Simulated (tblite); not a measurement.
Record of a relaxation.

C₄H₆BClO₃.
SMILES with atom numbers: `[CH3:1][O:2][C:3]1=[C:4]([Cl:5])[CH:6]=[O+:7][BH2-:8][O:9]1` (hydrogens: H10, H11, H12 on C1; H13 on C6; H14, H15 on B8)
Bond orders are those of one Lewis drawing.

Computed with GFN2-xTB (tblite), gas phase: L-BFGS steps from a force-field or distance-geometry start until the largest atomic force falls under 0.01 eV/Å. 11 of its 80 geometries are shown.

Step 0: E = -806.1396 eV, largest atomic force 5.647 eV/Å
```
atom  x, y, z in Å  |  force x, y, z in eV/Å
C1     -2.400   -1.145    0.197   -0.235  -0.304  -0.354
O2     -1.707   -0.008    0.684    2.502   0.405  -0.530
C3     -0.356    0.228    0.370   -1.298  -4.744  -2.774
C4      0.253    1.321    0.845    2.500   2.354   0.655
Cl5    -0.585    2.442    1.913    0.398  -0.403  -0.480
C6      1.639    1.594    0.444   -1.351  -1.435  -0.288
O7      2.321    0.781   -0.255   -0.517   1.366   0.977
B8      1.817   -0.576   -0.655    0.179  -0.445  -0.358
O9      0.323   -0.647   -0.487   -3.187   2.425   2.540
H10    -3.450   -1.126    0.596    1.039   0.285  -0.196
H11    -2.447   -1.113   -0.913    0.100  -0.146   0.578
H12    -1.915   -2.081    0.533   -0.111   0.392  -0.247
H13     2.090    2.536    0.747    0.012  -0.064  -0.045
H14     2.104   -0.802   -1.796   -0.262   0.350   0.088
H15     2.309   -1.395    0.043    0.231  -0.035   0.434
```

Step 8: E = -806.9853 eV, largest atomic force 0.205 eV/Å
```
atom  x, y, z in Å  |  force x, y, z in eV/Å
C1     -2.341   -1.131    0.177   -0.059  -0.041  -0.009
O2     -1.627    0.001    0.658    0.061  -0.116  -0.152
C3     -0.361    0.154    0.326    0.062   0.127   0.149
C4      0.287    1.306    0.844    0.019  -0.007   0.013
Cl5    -0.562    2.412    1.865   -0.097  -0.022  -0.015
C6      1.581    1.569    0.455    0.053  -0.012  -0.016
O7      2.289    0.792   -0.253    0.056   0.056   0.001
B8      1.800   -0.580   -0.640   -0.125  -0.088  -0.028
O9      0.221   -0.668   -0.431    0.033  -0.025   0.053
H10    -3.331   -1.034    0.610   -0.121  -0.013   0.035
H11    -2.417   -1.132   -0.912    0.126   0.065   0.008
H12    -1.887   -2.069    0.504    0.126   0.091  -0.013
H13     2.051    2.505    0.754   -0.002   0.017   0.016
H14     2.014   -0.737   -1.789   -0.097  -0.042  -0.035
H15     2.280   -1.381    0.098   -0.034   0.010  -0.006
```

Step 16: E = -807.0046 eV, largest atomic force 0.091 eV/Å
```
atom  x, y, z in Å  |  force x, y, z in eV/Å
C1     -2.322   -1.121    0.169    0.009  -0.029  -0.021
O2     -1.625    0.020    0.652   -0.028  -0.038  -0.009
C3     -0.351    0.158    0.348   -0.034   0.021   0.036
C4      0.299    1.306    0.864   -0.030   0.019  -0.006
Cl5    -0.604    2.400    1.847    0.011   0.078   0.045
C6      1.589    1.571    0.462   -0.001  -0.025  -0.025
O7      2.284    0.794   -0.260   -0.016  -0.026  -0.025
B8      1.772   -0.592   -0.642   -0.031  -0.031   0.021
O9      0.226   -0.683   -0.390   -0.056   0.003   0.006
H10    -3.322   -1.050    0.594    0.021  -0.002  -0.016
H11    -2.372   -1.115   -0.921    0.029   0.028  -0.009
H12    -1.834   -2.040    0.496    0.034   0.008   0.003
H13     2.057    2.510    0.758    0.019  -0.029  -0.015
H14     1.935   -0.762   -1.802    0.009   0.030   0.051
H15     2.264   -1.388    0.092    0.065  -0.006  -0.037
```

Step 24: E = -807.0126 eV, largest atomic force 0.082 eV/Å
```
atom  x, y, z in Å  |  force x, y, z in eV/Å
C1     -2.304   -1.121    0.158    0.002  -0.007  -0.005
O2     -1.642    0.031    0.662   -0.008  -0.024  -0.011
C3     -0.365    0.171    0.372   -0.012  -0.023   0.019
C4      0.288    1.322    0.873    0.004  -0.007  -0.027
Cl5    -0.598    2.433    1.851    0.000   0.072   0.039
C6      1.580    1.566    0.460    0.035  -0.007  -0.006
O7      2.260    0.779   -0.263    0.058  -0.010  -0.013
B8      1.749   -0.605   -0.635    0.030   0.001  -0.008
O9      0.212   -0.688   -0.348   -0.022  -0.025   0.009
H10    -3.312   -1.079    0.567    0.020  -0.022  -0.022
H11    -2.330   -1.100   -0.934   -0.005  -0.005   0.017
H12    -1.789   -2.028    0.483   -0.024   0.000  -0.010
H13     2.071    2.494    0.747   -0.011   0.043   0.014
H14     1.892   -0.765   -1.798   -0.027   0.015   0.010
H15     2.283   -1.400    0.071   -0.041  -0.002  -0.005
```

Step 32: E = -807.0149 eV, largest atomic force 0.022 eV/Å
```
atom  x, y, z in Å  |  force x, y, z in eV/Å
C1     -2.299   -1.127    0.152    0.000   0.003   0.006
O2     -1.648    0.029    0.667    0.004  -0.011   0.000
C3     -0.370    0.174    0.384    0.000  -0.003  -0.003
C4      0.288    1.330    0.870   -0.002  -0.007   0.007
Cl5    -0.576    2.460    1.851   -0.015   0.016  -0.002
C6      1.583    1.565    0.459    0.000   0.001   0.001
O7      2.266    0.775   -0.257   -0.002  -0.013   0.008
B8      1.742   -0.606   -0.632    0.004  -0.005  -0.001
O9      0.209   -0.692   -0.327    0.003   0.005  -0.011
H10    -3.310   -1.097    0.551    0.005   0.002  -0.003
H11    -2.317   -1.099   -0.939    0.006  -0.004   0.015
H12    -1.782   -2.032    0.475   -0.007   0.005  -0.009
H13     2.068    2.497    0.745    0.008   0.007  -0.003
H14     1.866   -0.758   -1.798   -0.005   0.007   0.004
H15     2.275   -1.410    0.064    0.000  -0.003  -0.009
```

Step 40: E = -807.0153 eV, largest atomic force 0.018 eV/Å
```
atom  x, y, z in Å  |  force x, y, z in eV/Å
C1     -2.297   -1.128    0.153    0.001   0.001   0.001
O2     -1.646    0.025    0.673   -0.006  -0.013  -0.002
C3     -0.368    0.174    0.386   -0.011  -0.001  -0.002
C4      0.287    1.331    0.873   -0.004  -0.007  -0.012
Cl5    -0.580    2.470    1.841   -0.006  -0.002  -0.005
C6      1.583    1.565    0.462    0.003  -0.001  -0.006
O7      2.268    0.770   -0.247   -0.001  -0.012  -0.004
B8      1.741   -0.607   -0.632    0.002  -0.003  -0.003
O9      0.208   -0.688   -0.329    0.008   0.000   0.013
H10    -3.309   -1.097    0.550    0.012  -0.002  -0.006
H11    -2.312   -1.099   -0.938    0.002   0.007   0.014
H12    -1.784   -2.037    0.474   -0.005   0.016   0.006
H13     2.070    2.499    0.741    0.002   0.006   0.012
H14     1.861   -0.750   -1.800    0.009   0.008   0.006
H15     2.273   -1.418    0.057   -0.007   0.002  -0.013
```

Step 47: E = -807.0157 eV, largest atomic force 0.014 eV/Å
```
atom  x, y, z in Å  |  force x, y, z in eV/Å
C1     -2.295   -1.129    0.156   -0.003  -0.002   0.000
O2     -1.644    0.022    0.681   -0.007   0.007  -0.003
C3     -0.369    0.173    0.389   -0.005  -0.001  -0.001
C4      0.285    1.334    0.868   -0.002   0.001  -0.009
Cl5    -0.589    2.478    1.825    0.002  -0.001  -0.003
C6      1.584    1.563    0.465    0.002   0.000   0.011
O7      2.272    0.763   -0.235    0.001   0.000   0.002
B8      1.740   -0.608   -0.633    0.007  -0.003  -0.002
O9      0.209   -0.691   -0.324    0.000   0.005  -0.001
H10    -3.309   -1.098    0.547   -0.003   0.004   0.005
H11    -2.304   -1.095   -0.934   -0.002  -0.007  -0.005
H12    -1.784   -2.038    0.478    0.002  -0.004   0.004
H13     2.070    2.497    0.745    0.005   0.002   0.007
H14     1.860   -0.735   -1.803   -0.011   0.002  -0.008
H15     2.269   -1.430    0.041    0.014  -0.002   0.003
```

Step 55: E = -807.0162 eV, largest atomic force 0.038 eV/Å
```
atom  x, y, z in Å  |  force x, y, z in eV/Å
C1     -2.295   -1.131    0.162    0.003   0.004   0.001
O2     -1.646    0.023    0.679    0.008   0.037  -0.005
C3     -0.371    0.176    0.384    0.016  -0.015   0.010
C4      0.279    1.343    0.852    0.004  -0.002   0.007
Cl5    -0.602    2.493    1.796    0.005   0.009  -0.004
C6      1.588    1.559    0.474   -0.015   0.004   0.011
O7      2.282    0.752   -0.211   -0.008   0.009  -0.002
B8      1.742   -0.608   -0.636   -0.013   0.010  -0.001
O9      0.212   -0.697   -0.313    0.007  -0.003   0.006
H10    -3.311   -1.096    0.547   -0.013   0.000   0.005
H11    -2.297   -1.105   -0.929   -0.011  -0.018  -0.025
H12    -1.787   -2.038    0.493    0.008  -0.023   0.011
H13     2.077    2.488    0.767    0.007  -0.015  -0.004
H14     1.843   -0.708   -1.811    0.013   0.004   0.000
H15     2.282   -1.444    0.012   -0.012  -0.003  -0.009
```

Step 63: E = -807.0172 eV, largest atomic force 0.019 eV/Å
```
atom  x, y, z in Å  |  force x, y, z in eV/Å
C1     -2.295   -1.138    0.171    0.000   0.005   0.003
O2     -1.649    0.030    0.662   -0.001   0.018   0.006
C3     -0.371    0.179    0.378   -0.003   0.004  -0.011
C4      0.270    1.358    0.831    0.006  -0.007   0.006
Cl5    -0.624    2.529    1.735    0.003  -0.003   0.002
C6      1.594    1.551    0.498   -0.004  -0.007  -0.004
O7      2.295    0.733   -0.168    0.012  -0.005   0.006
B8      1.743   -0.604   -0.644   -0.001   0.003   0.001
O9      0.222   -0.710   -0.287   -0.004   0.006  -0.006
H10    -3.313   -1.089    0.550   -0.010  -0.007   0.001
H11    -2.293   -1.142   -0.921    0.004  -0.007  -0.009
H12    -1.792   -2.037    0.529    0.011   0.001   0.009
H13     2.095    2.467    0.812   -0.014  -0.008  -0.005
H14     1.818   -0.647   -1.826    0.002   0.007  -0.002
H15     2.296   -1.472   -0.053   -0.002  -0.001   0.003
```

Step 71: E = -807.0176 eV, largest atomic force 0.026 eV/Å
```
atom  x, y, z in Å  |  force x, y, z in eV/Å
C1     -2.295   -1.139    0.176    0.002  -0.004  -0.002
O2     -1.654    0.038    0.651    0.006   0.000   0.009
C3     -0.374    0.182    0.372   -0.001   0.011  -0.023
C4      0.267    1.361    0.823    0.006   0.007  -0.002
Cl5    -0.630    2.542    1.710   -0.001  -0.001   0.007
C6      1.597    1.544    0.508   -0.001   0.005   0.004
O7      2.304    0.721   -0.145   -0.005  -0.001   0.003
B8      1.743   -0.603   -0.647   -0.003  -0.002  -0.002
O9      0.223   -0.712   -0.284   -0.003  -0.003   0.003
H10    -3.314   -1.090    0.549   -0.003   0.003   0.003
H11    -2.288   -1.162   -0.915    0.005  -0.005  -0.009
H12    -1.789   -2.030    0.551    0.004  -0.007   0.005
H13     2.097    2.458    0.829    0.005   0.001   0.002
H14     1.811   -0.616   -1.831    0.002  -0.003   0.004
H15     2.297   -1.486   -0.081   -0.012   0.000  -0.002
```

Step 79: E = -807.0179 eV, largest atomic force 0.010 eV/Å
```
atom  x, y, z in Å  |  force x, y, z in eV/Å
C1     -2.291   -1.143    0.181    0.002  -0.003  -0.001
O2     -1.657    0.044    0.642    0.001  -0.009  -0.002
C3     -0.378    0.190    0.361    0.000   0.001  -0.003
C4      0.263    1.371    0.808   -0.002  -0.001   0.009
Cl5    -0.636    2.552    1.693    0.001   0.006  -0.003
C6      1.600    1.540    0.518   -0.001   0.003  -0.006
O7      2.310    0.708   -0.121    0.001   0.003   0.000
B8      1.739   -0.601   -0.651   -0.001  -0.002  -0.004
O9      0.220   -0.709   -0.286   -0.001   0.000  -0.003
H10    -3.313   -1.091    0.549    0.003  -0.002  -0.004
H11    -2.276   -1.185   -0.909    0.000   0.005   0.003
H12    -1.784   -2.026    0.575   -0.002   0.005   0.007
H13     2.105    2.448    0.848    0.001  -0.006   0.008
H14     1.806   -0.588   -1.835   -0.002  -0.003  -0.007
H15     2.287   -1.501   -0.107   -0.001   0.003   0.006
```

**Question.** Summarise the path.

**Answer.** The energy falls by 84.74 kJ/mol from step 0 to step 79; nine tenths of that is first reached at step 5. It falls at every step. The largest force goes from 5.647 to 0.010 eV/Å. Among the bonds C3–O9 changes most, from 1.401 to 1.260 Å; the atoms move by 0.173 Å rms after alignment.

**Question.** Follow the three bonds and two angles with the largest change from start to end.

**Answer.** 
| step | E above end (kJ/mol) | largest force (eV/Å) | C3–O9 (Å) | C4–C6 (Å) | O2–C3 (Å) | H14–B8–H15 (°) | C1–O2–C3 (°) |
| --- | --- | --- | --- | --- | --- | --- | --- |
| 0 | 84.74 | 5.647 | 1.401 | 1.468 | 1.406 | 109.3 | 121.8 |
| 3 | 12.65 | 0.550 | 1.263 | 1.385 | 1.325 | 111.6 | 122.3 |
| 7 | 3.77 | 0.247 | 1.262 | 1.375 | 1.319 | 115.7 | 119.5 |
| 10 | 2.47 | 0.133 | 1.260 | 1.378 | 1.316 | 116.8 | 119.8 |
| 14 | 1.62 | 0.162 | 1.260 | 1.377 | 1.317 | 117.0 | 119.6 |
| 17 | 1.19 | 0.069 | 1.259 | 1.378 | 1.317 | 116.8 | 118.5 |
| 21 | 0.72 | 0.088 | 1.260 | 1.379 | 1.317 | 115.9 | 117.7 |
| 24 | 0.51 | 0.082 | 1.260 | 1.378 | 1.317 | 116.0 | 117.4 |
| 27 | 0.38 | 0.047 | 1.260 | 1.379 | 1.317 | 116.4 | 117.1 |
| 31 | 0.29 | 0.030 | 1.260 | 1.379 | 1.317 | 116.4 | 117.1 |
| 34 | 0.27 | 0.018 | 1.260 | 1.379 | 1.317 | 116.3 | 117.1 |
| 38 | 0.26 | 0.017 | 1.260 | 1.379 | 1.317 | 116.3 | 117.1 |
| 41 | 0.24 | 0.020 | 1.260 | 1.379 | 1.317 | 116.4 | 117.1 |
| 45 | 0.22 | 0.021 | 1.260 | 1.379 | 1.317 | 116.3 | 117.0 |
| 48 | 0.21 | 0.012 | 1.260 | 1.379 | 1.317 | 116.2 | 117.0 |
| 52 | 0.19 | 0.023 | 1.260 | 1.379 | 1.318 | 116.4 | 117.0 |
| 55 | 0.16 | 0.038 | 1.260 | 1.379 | 1.317 | 116.4 | 117.0 |
| 58 | 0.12 | 0.029 | 1.260 | 1.379 | 1.317 | 116.2 | 117.1 |
| 62 | 0.07 | 0.026 | 1.260 | 1.379 | 1.318 | 116.1 | 117.3 |
| 65 | 0.06 | 0.022 | 1.260 | 1.379 | 1.318 | 116.2 | 117.3 |
| 69 | 0.04 | 0.018 | 1.260 | 1.379 | 1.318 | 116.2 | 117.2 |
| 72 | 0.03 | 0.017 | 1.260 | 1.379 | 1.318 | 116.2 | 117.2 |
| 76 | 0.01 | 0.016 | 1.260 | 1.379 | 1.318 | 116.1 | 117.2 |
| 79 | 0.00 | 0.010 | 1.260 | 1.379 | 1.318 | 116.1 | 117.1 |

The cost below is that of the whole relaxation. The run took 0.43 s of wall time on Arm Neoverse V2, one thread, no GPU, shared host with 96 logical CPUs at a one-minute load of 35.
